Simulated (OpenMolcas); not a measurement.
Ce3+ with its 6 nearest chloride ions at 2.717 Å, on the Y site of Cs2NaYCl6 (a = 10.7396 Å, distance in the model lattice 2.619 Å). The rest of the host is ab initio model potentials to 7.6 Å, with orthogonalisation functions on the cations behind the ligands, and point charges beyond; the distance is set by hand and nothing relaxes. Ligand basis ANO-RCC-VDZP.

| Item | Value |
| --- | --- |
| Program | OpenMolcas |
| Method | SS-CASPT2, IPEA 0.25 Eh, imaginary shift 0.1 Eh (closed shells correlated: 5s 5p and the ligand valence shells) |
| Basis | ANO-RCC-VDZP [7s6p4d2f1g] |
| Scalar Hamiltonian | DKH2, point nucleus |
| Active space | 1 electron in 7 orbitals (4f) |
| State averaging | 2S+1 = 2 odd, 7 roots |
| Spin-orbit coupling | state interaction with AMFI integrals over the reference wave functions |

(1) What is the spin-free ground state (labels of O, the rotations of Oh)?

(2) Where is the first state of the same spin?

(3) What are the lowest two levels with spin-orbit coupling?

(4) What is χT at 300 K, and how does it compare with the textbook value?

Answers

(1) 2A2, 1-fold in its orbital part, 100 % from free-ion F terms; it has the highest spin that f1 allows.

(2) 2T2 at 112 cm-1 above the ground state.

(3) A 2-fold level Γ7 with g = 1.39, 1.39, 1.39, then a 4-fold level Γ8 520 cm-1 above it. Their leading multiplicities are 2 (100 %) and 2 (100 %).

(4) Hund's rules give f1 the level 2F5/2 with g = 0.857, so an isolated free-ion multiplet has χT = g² J(J+1) / 8 = 0.804 cm3 K/mol. The computed 0.591 at 300 K differs by -26 %, through the field's splitting, the mixing of terms and any other multiplet in reach.

Roots that are degenerate in the reference are averaged as groups; the widest CASPT2 spread within a group is 95 cm-1 (the 3-fold group of multiplicity 2 near 961 cm-1 above the lowest state of its run). Shifts and gaps below about the spread of the groups concerned are not significant. Over all roots computed the reference weight is 0.68; a low but even weight reflects the number of correlated electrons. Splittings of an f shell from a small cluster at a set distance can be off by tens of per cent, mostly too small. No measured value stands beside these numbers; the geometry was set by hand and not optimised.
